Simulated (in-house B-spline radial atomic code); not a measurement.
How numerical settings move a run on In+, [Kr] 4d10 5s2. Computed with an all-electron radial atomic-structure program (B-spline basis): Dirac-Kohn-Sham PBE0, spherical fractional occupations, Fermi nucleus of rms radius 4.6156 fm.

Command:
```bash
python run_scf.py task.json out
```
Settings of the sound reference run:
```
Z                49
electrons        48
configuration    [Kr] 4d10 5s2
hamiltonian      dirac
method           pbe0
spin_polarised   False
nucleus          fermi
rms_radius       4.6156
mass_number      115
atomic_mass      114.9039
speed_of_light   137.036
knot_spacing     0.22
spline_order     8
gauss_points     12
box_radius       35.29
max_iterations   70
damping          0.5
damped_steps     3
diis_vectors     10
tolerance        1e-08
start            Thomas-Fermi
```

Run time, properties included: 1.5 s on 1 thread of Arm Neoverse V1 (shared host).

It converges in 10 iterations to -5882.850240 hartree, with 5s1/2 at -15.7355 eV. The other runs change the listed settings, some to values that make no sense; their results aren't properties of the atom or ion. Radii are in bohr (the nuclear one in fm), a minus after a letter asks for a j subshell, and «unchanged» means within 1e-8 hartree. The run stops when the residual is below 10 × tolerance × max(1, Z/10), or a noise floor if that is larger, and the energy moves by less than 1e-8 × √|E| hartree; so very loose and very tight tolerances often act alike.

```tsv
changed settings	outcome
damped_steps = 8	converged in 12 iterations, energy unchanged, 5s1/2 level -2.9e-07 eV
damped_steps = 30	converged in 18 iterations, energy unchanged, 5s1/2 level +5.2e-06 eV
spline_order = 5, max_iterations = 2, damping = 0.2	not converged after 2 iterations, last residual 2.6e-01, last energy +2.44e+00 hartree from the reference
tolerance = 1e-06	converged in 9 iterations, energy unchanged, 5s1/2 level +2.7e-05 eV
electrons = 49, configuration = [Kr] 4d10 5s3, max_iterations = 50	stopped with error: shell 5s holds at most 2 electrons
max_iterations = 75, diis_vectors = 20, tolerance = 1e-10	converged in 10 iterations, energy unchanged
damping = 0.8	converged in 10 iterations, energy unchanged, 5s1/2 level +8.7e-06 eV
damping = 0	converged in 12 iterations, energy unchanged, 5s1/2 level +9.2e-07 eV
damping = 0.95	converged in 11 iterations, energy unchanged, 5s1/2 level +3.4e-06 eV
gauss_points = 16, max_iterations = 75, damped_steps = 0, diis_vectors = 4	converged in 8 iterations, energy unchanged, 5s1/2 level -7.1e-06 eV
method = hf, spin_polarised = True	stopped with error: spin polarisation is not served with the Dirac Hamiltonian
```

What happens with box_radius = 2.12, max_iterations = 60, damped_steps = 0, tolerance = 1e-10?

Converged in 7 iterations, energy +7.22e+00 hartree from the reference, 5s1/2 level +7.3e+01 eV (the program warns: 5s1/2 has a positive eigenvalue: unbound, held by the box; 4d3/2 has a positive eigenvalue: unbound, held by the box).

What happens with damped_steps = 1?

Converged in 9 iterations, energy unchanged, 5s1/2 level +8.6e-06 eV.

What happens with damped_steps = 0?

Converged in 8 iterations, energy unchanged, 5s1/2 level -6.3e-06 eV.

What happens with damping = 0.2?

Converged in 11 iterations, energy unchanged, 5s1/2 level +5.8e-07 eV.
